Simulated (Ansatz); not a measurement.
Mulliken charges of CH₅PSSi, SMILES `P[SiH]1CS1` from B3LYP/def2-TZVPP in Ansatz (PBE0-D4/def2-TZVP geometry).

```tsv
atom	x (Å)	y (Å)	z (Å)	charge (e)
P1	-1.696	1.103	0.538	-0.127
Si2	-0.209	-0.554	0.314	0.330
C3	1.554	-0.151	-0.031	-0.251
S4	0.754	-0.997	-1.487	-0.227
H5	-2.732	0.368	-0.100	0.039
H6	-1.273	1.730	-0.663	0.049
H7	-0.499	-1.680	1.231	-0.058
H8	1.844	0.874	-0.241	0.121
H9	2.346	-0.739	0.422	0.124
```

Problem. By hand: the dipole of these point charges (1 e Å = 4.8032 D).

Solution. Σ q r = (-0.041, 0.152, 0.296) e Å, of length 0.335 e Å = 1.61 D.

Problem. How does the dipole of the full density compare? (Estimate.)

Solution. Ansatz gave: (-0.074, 0.128, 0.214) e Å, 1.25 D; the point charges give 1.29 times that, at 10° from its direction.

Point charges leave out the atoms' own dipoles, such as those of lone pairs, and Mulliken's split depends on the basis, so the two needn't agree.

B3LYP here is the variant with VWN-RPA as its local correlation; programs differ in this.
